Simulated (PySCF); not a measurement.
# One molecule, several mistakes: AlH4N

All numbers below are calculated, not measured. The program is PySCF 2.14.0, an open-source quantum chemistry code, run on an isolated molecule that a program drew, which may never have been made. The molecule is AlH4N (charge 0, singlet), drawn as the SMILES string `[NH2][AlH2]`.

Each row is a Hartree-Fock (HF) and frozen-core CCSD(T) single point in the cc-pV(D+d)Z basis, meant for a local HF minimum. Run 1 is clean. Each other run has one planted mistake out of seven kinds, and not every kind appears here: one electron removed, one electron added, multiplicity raised by two, geometry at a saddle point, minimal basis STO-3G, one bond length entered in bohr, all coordinates scaled. The reference is restricted for singlets and unrestricted otherwise, and also for a bond in bohr. Adding or removing an electron swaps singlet and doublet. Electrons count all cores. HOMO and LUMO are orbital energies over both spins, the gradient is its largest component, and the lowest frequency (negative if imaginary) is given only where the gradient is small. Bond lengths are over the 5 bonds as drawn. T1 is the CCSD diagnostic: over 0.02 (restricted) or 0.045 (unrestricted) a single reference is doubtful.

Geometry of the clean run:
```xyz
6
AlH4N, angstrom
N     0.3971    0.5293    1.3036
Al    1.9678    0.8001    2.0579
H    -0.4494    1.0140    1.5377
H     0.2117   -0.1334    0.5737
H     2.0780    1.8878    3.1967
H     3.1978   -0.0566    1.5627
```

| run | electrons | basis functions | <S^2> | HOMO (eV) | LUMO (eV) | gradient (hartree/bohr) | lowest frequency (cm^-1) | mean bond (Å) | longest bond (Å) | T1 | HF (hartree) | CCSD(T) (hartree) | mistake |
|---|---|---|---|---|---|---|---|---|---|---|---|---|---|
| 1 | 24 | 57 | 0.000 | -10.82 | 2.16 | 2.1e-05 | 458 | 1.3854 | 1.763 | 0.0142 | -298.72412 | -299.00461 | no fault |
| 2 | 24 | 57 | 2.031 | -4.38 | -0.79 | 1.1e-01 | - | 1.3854 | 1.763 | 0.0119 | -298.55896 | -298.80868 | multiplicity raised by two |
| 3 | 23 | 57 | 0.757 | -16.87 | -6.92 | 9.8e-02 | - | 1.3854 | 1.763 | 0.0082 | -298.41208 | -298.64621 | one electron removed |
| 4 | 25 | 57 | 0.765 | 1.50 | 8.41 | 3.3e-02 | - | 1.3854 | 1.763 | 0.0131 | -298.65642 | -298.94736 | ? |
| 5 | 24 | 18 | 0.000 | -7.76 | 9.88 | 4.3e-02 | - | 1.3854 | 1.763 | 0.0171 | -295.08716 | -295.19189 | ? |

**Which mistake was planted in run 4, and what did it cost?**

It counts 25 electrons, one more than the clean run, at the same geometry and basis. So the mistake is: one electron added. Subtracting run 1 and multiplying by 627.51 kcal/mol a hartree, the energy moved by 42.5 kcal/mol in HF and 35.9 kcal/mol in CCSD(T).

**Which mistake was planted in run 5, and what did it cost?**

It has 18 basis functions where the clean run has 57, with the same electrons and geometry. So the mistake is: minimal basis STO-3G. Subtracting run 1 and multiplying by 627.51 kcal/mol a hartree, the energy moved by 2282.2 kcal/mol in HF and 2392.5 kcal/mol in CCSD(T).

Cautions from the logs. Run 4: the HOMO is above zero, so the electron isn't bound and the energy depends on the basis.
